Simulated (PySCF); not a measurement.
CH₄ClNOSi₂, SMILES O[Si@@]1(Cl)N=C[SiH2]1. Atoms are numbered in the order given.

```xyz
10

O      1.6133     0.0767    -1.3543
Si     0.4473     0.0354    -0.1824
Cl     1.3345    -0.3991     1.6456
N     -0.5271     1.5394    -0.0138
C     -1.7178     1.0975    -0.2725
Si    -1.6656    -0.7933    -0.6887
H      2.4695     0.4672    -1.1224
H     -2.5771     1.7948    -0.2404
H     -2.3994    -1.6990     0.2403
H     -2.0328    -1.1431    -2.0904
```
Charge 0, spin multiplicity 1.

The structure is a stationary point at TPSSh-D3(BJ)/def2-SVP. The structure was generated by enumeration; whether it is a known compound was not checked. Other conformers were not sampled.

These are TPSSh-D3(BJ)/def2-SVP in PySCF values and carry that method's errors.

Frequencies are harmonic and unscaled.

Computed vibrational spectrum:
| mode | ν (cm⁻¹) | IR (km/mol) | Raman (Å⁴/amu) | depolarisation | moving atoms (share of kinetic energy) |
|---|---|---|---|---|---|
| 1 | 90 | 1.7 | 3.4 | 0.72 | Cl 25 %, C 24 %, Si 21 %, H 15 %, O 12 % |
| 2 | 123 | 0.6 | 2.0 | 0.70 | H 25 %, Si 24 %, Cl 20 %, C 13 %, O 13 % |
| 3 | 172 | 43.7 | 2.5 | 0.73 | H 54 %, O 21 %, Cl 12 % |
| 4 | 230 | 18.9 | 3.9 | 0.52 | Si 43 %, O 20 %, H 20 %, N 11 % |
| 5 | 266 | 60.6 | 2.1 | 0.75 | H 40 %, O 23 %, N 20 %, Cl 9 % |
| 6 | 289 | 34.2 | 2.2 | 0.56 | N 31 %, O 27 %, H 25 %, Cl 9 % |
| 7 | 393 | 24.6 | 11.7 | 0.23 | Cl 29 %, Si 29 %, O 13 %, H 12 %, N 9 % |
| 8 | 460 | 16.9 | 12.6 | 0.26 | Si 57 %, N 16 %, C 13 %, H 12 % |
| 9 | 480 | 8.7 | 6.0 | 0.51 | H 47 %, Si 31 %, N 10 % |
| 10 | 558 | 124.5 | 7.1 | 0.26 | Si 39 %, H 22 %, Cl 15 %, C 10 %, N 10 % |
| 11 | 592 | 2.0 | 17.4 | 0.74 | H 92 % |
| 12 | 642 | 30.6 | 15.1 | 0.31 | H 39 %, Si 30 %, C 25 % |
| 13 | 736 | 83.0 | 3.2 | 0.14 | N 56 %, Si 21 %, H 11 % |
| 14 | 769 | 98.4 | 2.9 | 0.09 | H 52 %, C 22 %, Si 19 % |
| 15 | 794 | 229.4 | 1.4 | 0.58 | H 61 %, O 16 %, Si 15 % |
| 16 | 900 | 41.4 | 0.9 | 0.70 | H 71 %, C 26 % |
| 17 | 931 | 146.0 | 12.8 | 0.75 | H 48 %, Si 26 %, O 24 % |
| 18 | 957 | 57.1 | 8.7 | 0.66 | H 61 %, Si 23 %, O 15 % |
| 19 | 1295 | 19.8 | 6.8 | 0.44 | H 80 %, C 11 % |
| 20 | 1563 | 42.2 | 4.0 | 0.29 | C 53 %, N 46 % |
| 21 | 2233 | 104.4 | 265.5 | 0.11 | H 98 % |
| 22 | 2246 | 94.0 | 133.2 | 0.75 | H 96 % |
| 23 | 3029 | 51.5 | 306.4 | 0.34 | H 92 %, C 8 % |
| 24 | 3815 | 118.6 | 190.6 | 0.31 | H 94 % |
